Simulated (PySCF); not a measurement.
## Assignment exercise: C₆H₃F₃O₃

Cartesian coordinates in Å; atom numbers follow the order of the lines, from 1:
```xyz
15

C    -2.118    0.176   -0.384
C    -1.079   -0.584    0.393
F    -1.325   -0.466    1.723
F    -1.151   -1.905    0.093
C     0.336   -0.131    0.154
C     1.438   -0.839   -0.122
F     1.603   -2.108   -0.314
C     2.616    0.082   -0.209
O     3.748   -0.176   -0.450
O     2.142    1.337    0.050
C     0.778    1.282    0.272
O     0.138    2.257    0.496
H    -3.103   -0.244   -0.142
H    -2.088    1.236   -0.104
H    -1.936    0.074   -1.462
```

One conformer, rapidly exchanging positions averaged, non-relativistic Hamiltonian, in vacuum. PBE0-D3(BJ)/def2-SVP geometry; couplings computed with B3LYP/pcJ-1 (spin–dipole term only in couplings to heteroatoms); σ from GIAO-B3LYP/pcSseg-2; PySCF 2.14.0 with density-fitted response routines.

References, each an isolated molecule treated in the same way: 13C (σref 179.19) vs TMS.

Question: Assign these signals to the numbered atoms. 13C{1H} NMR (computed): δ 170.3 (C, dt, J = 12.4, 5.7 Hz), 167.7 (C, d, J = 394.7 Hz), 167.1 (C, d, J = 28.5 Hz), 127.7 (C, td, J = 31.5, 4.2 Hz), 125.9 (C, td, J = 297.2, 2.3 Hz), 24.8 (CH3, t, J = 26.3 Hz).

Answer: 
```tsv
δ (ppm)	atoms	environment	reason
170.3	C11	anhydride carbonyl carbon	lone-pair donation from the attached heteroatom keeps it upfield of a ketone carbonyl
167.7	C6	β carbon of a C=C–C=O unit	conjugation with the carbonyl draws π density from the β position
167.1	C8	anhydride carbonyl carbon	lone-pair donation from the attached heteroatom keeps it upfield of a ketone carbonyl
127.7	C5	β carbon of a C=C–C=O unit	–
125.9	C2	allylic fully substituted sp3 carbon bonded to 2 F	2 electronegative neighbours deshield it
24.8	C1	methyl carbon	saturated and bonded to C and H only
```

C6 and C8; C5 and C2 lie closer than the usual error of such a calculation, so a measured spectrum could show them in the other order.

C–F couplings over four or more bonds (about 3 Hz to the para carbon of a fluoroarene) are left out. Common functionals overestimate the size of one-bond C–F couplings by tens of Hz; these are unscaled. Shifts are as computed. Against solution values, carbons near 30 ppm lie about +3 ppm off and those near 130 ppm about +8 ppm. Of 1211 compounds with measured shifts, 218 miss one by over three times the rms of a fit or turn the order of signals round; such compounds aren't used in these exercises.
